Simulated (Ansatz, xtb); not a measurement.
## Two isomers of BH4NS2

Structure I is `NBSS`, a singlet and structure II is `NB(S)S`, a singlet. Both are isolated molecules in the gas phase, relaxed with B3LYP-D3(BJ)/6-311G**; the shapes shown needn't be the lowest conformers.

I (Å):

```xyz
8

B    -0.0602   -0.5452    0.2724
N    -0.6399   -1.5074   -0.5480
S     0.2564    1.6027    2.4898
S    -1.1194    0.3311    1.4953
H    -1.6133   -1.7695   -0.5190
H    -0.1010   -2.0166   -1.2299
H     1.0935   -0.2826    0.1978
H     0.0973    2.6873    1.7001
```

II (Å):

```xyz
8

B     0.0812    0.7561   -0.6053
N    -1.3031    0.7327   -0.4169
S     0.8414   -0.5491   -1.6580
S     1.1771    2.0258    0.1474
H    -1.8968    0.0336   -0.8343
H    -1.7990    1.4053    0.1438
H     2.1171   -0.1323   -1.5538
H     0.2198    2.7273    0.7895
```

Q: Estimate which is lower in electronic energy at CCSD(T)/def2-TZVP, and by roughly how much.

A: The CCSD(T)/def2-TZVP calculation puts structure II lower, by 23.5 kcal/mol.

How the difference moves with the method:

| level | geometry | E(II) − E(I) (kcal/mol) | departure from the last row (kcal/mol) | job, with rough time for the two |
| --- | --- | --- | --- | --- |
| GFN2-xTB | GFN2-xTB | −3.1 | +20.4 | optimisation, 0.47 s |
| HF/STO-3G | GFN2-xTB | −20.7 | +2.8 | single point, 0.4 s |
| r2SCAN-D4/def2-SVP | GFN2-xTB | −28.6 | −5.1 | single point, 2.7 s |
| B3LYP-D3(BJ)/6-311G** | B3LYP-D3(BJ)/6-311G** | −24.5 | −1.0 | optimisation, 26 s |
| HF/def2-TZVP | B3LYP-D3(BJ)/6-311G** | −23.4 | +0.1 | part of the CCSD(T) run |
| MP2/def2-TZVP | B3LYP-D3(BJ)/6-311G** | −24.8 | −1.4 | part of the CCSD(T) run |
| CCSD(T)/def2-TZVP | B3LYP-D3(BJ)/6-311G** | −23.5 |  | single point, 44 s |

As drawn, II has 1 B–S, 1 S–H in place of 1 S–S, 1 B–H.

The levels shown agree on the order. The largest departure from CCSD(T)/def2-TZVP is that of GFN2-xTB, 20.4 kcal/mol.

With harmonic frequencies from B3LYP-D3(BJ)/6-311G** (ideal gas, rigid rotor, one conformer each, 298.15 K, 1 atm): on the last row, ΔE + ΔZPE = −24.2 kcal/mol. A mode under 50 cm⁻¹ makes harmonic enthalpies and free energies unreliable, so none is given.

The correlated steps freeze 12 core orbitals. Codes used: Ansatz 0.2.0, xtb 6.7.1; the last row on 2 threads of Intel(R) Xeon(R) Processor @ 2.70GHz on a shared host.
